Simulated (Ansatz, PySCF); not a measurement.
Species: sum formula InOH, net charge 0, singlet state. 
Coordinates optimised at B3LYP-D3(BJ)/def2-TZVP (Ansatz, an electronic-structure program):
SMILES: [OH][In]
```xyz
3

In    -0.1901    -0.1458    -0.2219
O      0.9785     0.7034     1.2141
H      1.4855     1.5186     1.1611
```
Charge 0, spin multiplicity 1.

Wanted: atomisation energy (electronic, to ground-state atoms), in kcal/mol. Correlated levels leave the core frozen unless marked. UHF or UKS for open shells. Spin-orbit coupling is left out. Frozen are the shells of the preceding noble gas and the d and f shells that filled before the atom's block. Past Kr the def2 sets carry scalar-relativistic core potentials. STO-3G rows are all-electron and non-relativistic. The coupled-cluster limit lacks core correlation, which all-electron functionals hold. CBS marks a two-point X^-3 extrapolation of the correlation energy; Hartree-Fock from the larger set.

| level | program | atomisation energy (kcal/mol) |
|---|---|---|
| PBE-D4/def2-TZVPD | Ansatz + dftd4 | 211.2 |
| BP86-D3(BJ)/def2-TZVPD | PySCF + dftd3 | [?] |
| B97M-V/def2-TZVPD | Ansatz | 205.6 |
| B3LYP-D3(BJ)/def2-TZVPD | Ansatz + dftd3 | [?] |
| PBE0/STO-3G | Ansatz | 213.2 |
| PBE0-D3(BJ)/def2-TZVPD | Ansatz + dftd3 | 200.5 |
| PBE0-D4/def2-TZVPD | Ansatz + dftd4 | 200.5 |
| r2SCANh/def2-TZVPD | Ansatz | 201.1 |
| PW6B95/def2-TZVPD | PySCF | [?] |
| M06-2X/def2-TZVPD | PySCF | 202.4 |
| wB97M-V/def2-TZVPD | Ansatz | 204.9 |
| wB97X-V/def2-TZVPD | Ansatz | 205.3 |
| wB97X/def2-TZVPD | Ansatz | 205.9 |
| B2GP-PLYP/def2-TZVPD | Ansatz | [?] |
| SCS-MP2/def2-QZVPPD | Ansatz | 210.6 |
| CCSD/def2-TZVPP | Ansatz | 194.3 |
| CCSD(T)/CBS(def2-TZVPPD,def2-QZVPPD) | Ansatz | 207.1 |

Question: What belongs in the gaps?

Answer: 
- BP86-D3(BJ)/def2-TZVPD, atomisation energy (kcal/mol): 213.9
- B3LYP-D3(BJ)/def2-TZVPD, atomisation energy (kcal/mol): 204.4
- PW6B95/def2-TZVPD, atomisation energy (kcal/mol): 203.4
- B2GP-PLYP/def2-TZVPD, atomisation energy (kcal/mol): 202.2
